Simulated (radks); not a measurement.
Q: Ionisation of neutral tin, [Kr] 4d10 5s2 5p2, to [Kr] 4d10 5s2 5p1 as the strength of local exchange is varied. All-electron calculation, Dirac Kohn-Sham, Slater X-alpha exchange (alpha = 2/3 is LDA exchange), no correlation, spin-unpolarised, spherical densities, finite nucleus; open shells are shared between the two j in proportion to 2j + 1; Fermi nuclear charge, rms radius 4.6519 fm. Program: a radial shooting solver on a logarithmic mesh with Libxc functionals.

alpha  E(Sn) (hartree)  exchange (hartree)  IE (eV)  -e of the level emptied (eV)  <r> of it (bohr)
0.606      -6154.64726          -140.55339    5.685                 2.472 (5p3/2)             3.475
0.643      -6163.23480          -149.33996    5.933                 2.673 (5p3/2)             3.418
0.667      -6168.81140          -155.05191    6.097                 2.807 (5p3/2)             3.383
0.705      -6177.65116          -164.11600    6.361                 3.024 (5p3/2)             3.329
0.764      -6191.40066          -178.23816    6.781                 3.374 (5p3/2)             3.251
0.825      -6205.64770          -192.90160    7.229                 3.752 (5p3/2)             3.176
0.851      -6211.72993          -199.17091    7.423                 3.918 (5p3/2)             3.145
?          -6196.30177          -183.27905    6.934                 3.502 (5p3/2)             3.224

Which alpha was used in the last row?

A: alpha = 0.785. NIST Atomic Spectra Database: 7.344 eV (measured). The Delta-SCF value meets it near alpha = 0.84. Spin polarisation and multiplet splitting are left out, so open shells lie too high by an amount that depends on their filling. Sharing an open shell by 2j + 1 raises it above the true ground level by a part of the spin-orbit splitting, which enters the differences from NIST.

Beside tabulated values, note that spin-unpolarised runs miss the spin-polarisation part of the exchange energy of open shells.
